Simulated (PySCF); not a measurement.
A TDDFT job was run through a driver script with this input:

```
{"job": {"kind": "uv", "xc": "CAM-B3LYP", "basis": "def2-SVPD", "ip": true, "dynamic": true}, "charge": 0, "multiplicity": 1}
O      3.235360     0.144434     0.590297
C      2.172375     0.000842     0.043881
O      2.066683    -0.134271    -1.289931
C      0.843178    -0.008644     0.731394
C     -0.164951    -1.047311     0.228894
C     -1.580845    -0.565399     0.520331
C     -1.705497     0.852980    -0.018425
As    -0.042668     1.802393     0.488673
H      2.968650    -0.074097    -1.639355
H      1.050143    -0.117261     1.803198
H      0.034413    -2.029828     0.687122
H     -0.039353    -1.168916    -0.858530
H     -2.327778    -1.239906     0.068498
H     -1.763327    -0.569128     1.608812
H     -1.757335     0.856529    -1.118843
H     -2.583399     1.396838     0.359764
H     -0.421323     1.913056     1.964959
```

The program printed:

```
coarse grid: 65840 points
cycle   1  E = -2581.5727325229  dE =  5.698e-01  |g| = 9.450e-01  |ddm| = 6.305e+00
cycle   2  E = -2581.4039637649  dE =  1.688e-01  |g| = 1.388e+00  |ddm| = 2.661e+00
cycle   3  E = -2581.7415560754  dE = -3.376e-01  |g| = 1.809e-01  |ddm| = 1.671e+00
cycle   4  E = -2581.7468313071  dE = -5.275e-03  |g| = 7.276e-02  |ddm| = 2.590e-01
cycle   5  E = -2581.7478074286  dE = -9.761e-04  |g| = 1.271e-02  |ddm| = 9.320e-02
cycle   6  E = -2581.7478383586  dE = -3.093e-05  |g| = 4.721e-03  |ddm| = 2.744e-02
cycle   7  E = -2581.7478436610  dE = -5.302e-06  |g| = 1.256e-03  |ddm| = 1.075e-02
final grid: 139880 points
cycle   8  E = -2581.7478406037  dE = -1.430e-07  |g| = 1.394e-03  |ddm| = 1.057e-02
cycle   9  E = -2581.7478402729  dE =  3.308e-07  |g| = 1.933e-03  |ddm| = 4.678e-03
cycle  10  E = -2581.7478410923  dE = -8.195e-07  |g| = 2.133e-04  |ddm| = 2.542e-03
cycle  11  E = -2581.7478411020  dE = -9.640e-09  |g| = 6.329e-05  |ddm| = 3.100e-04
cycle  12  E = -2581.7478411032  dE = -1.223e-09  |g| = 2.231e-05  |ddm| = 2.125e-04
cycle  13  E = -2581.7478411033  dE = -1.214e-10  |g| = 6.919e-06  |ddm| = 6.270e-05
converged SCF energy = -2581.7478411033

Static polarisability (au): isotropic 94.784, principal 82.871 93.662 107.819

Singlet excitations
state   eV       nm        f      main configurations
  1   5.7634    215.1   0.00457   H-1->L 0.58, H-1->L+2 0.19, H-1->L+6 0.08
  2   5.9474    208.5   0.08243   H->L 0.93
  3   6.3568    195.0   0.04242   H->L+1 0.73, H->L+3 0.12
  4   6.7797    182.9   0.03203   H->L+2 0.64, H->L+3 0.21
  5   7.3115    169.6   0.07892   H-1->L+1 0.44, H-1->L+2 0.19, H-1->L 0.16
  6   7.5099    165.1   0.06307   H->L+3 0.27, H->L+6 0.13, H->L+1 0.13
  7   7.6444    162.2   0.01407   H-2->L 0.34, H->L+3 0.11, H-1->L+2 0.11
  8   7.6556    162.0   0.02494   H->L+3 0.18, H-2->L+1 0.15, H-1->L+1 0.13
  9   7.8225    158.5   0.04215   H->L+6 0.39, H-2->L+1 0.14, H-3->L 0.13
 10   7.9141    156.7   0.06978   H->L+5 0.17, H-1->L+3 0.16, H-2->L+1 0.12

Triplet excitations (Tamm-Dancoff, eV): 4.9845 5.2705 5.4413 6.0718
Vertical ionisation energy (delta-SCF) = 9.3100 eV
```

Computed with PySCF 2.14.0, density-fitted response routines, TDDFT CAM-B3LYP/def2-SVPD, vertical, gas phase, core orbitals frozen in the response. Isolated species at its PBE0-D3(BJ)/def2-SVP geometry (one conformer only). The CAM-B3LYP/def2-SVPD calculation is non-relativistic and has no spin–orbit coupling, an omission that weighs most on arsenic.

Problem. What share of the summed oscillator strength falls to the strongest level in this window?

Solution. State 2 at 208 nm: 0.0824 of 0.4544, or 18%.

Problem. Give the energy of state 1 in hartree, cm⁻¹ and kJ/mol.

Solution. 0.21180 hartree, 46485 cm⁻¹, 556.1 kJ/mol.

Problem. What is the total energy of state 1 at this geometry?

Solution. -2581.74784 + 0.21180 = -2581.53604 hartree.

Problem. How much of the mean polarisability do the listed states account for?

Solution. The sum over states Σ f/ΔE² (ΔE in hartree) gives 6.87 au, 7% of the total; the rest comes from higher roots of the same response equations.

Problem. What is the gap between the lowest singlet and the lowest triplet?

Solution. 5.7634 − 4.9845 = 0.7789 eV (full response against Tamm–Dancoff).

Problem. Write the structure that the coordinates describe.

Solution. `O=C(O)[C@@H]1CCC[AsH]1` (C5H9AsO2), point group C1.

The SCF starts on a coarse grid; the energy jumps when the final grid takes over, and dE counts afresh there. H and L stand for HOMO and LUMO.

Time: 4.3 min of wall time; peak memory 1.5 GiB. Hardware: an Arm Neoverse V2 with one thread, shared host with 96 logical CPUs at a one-minute load of 16.
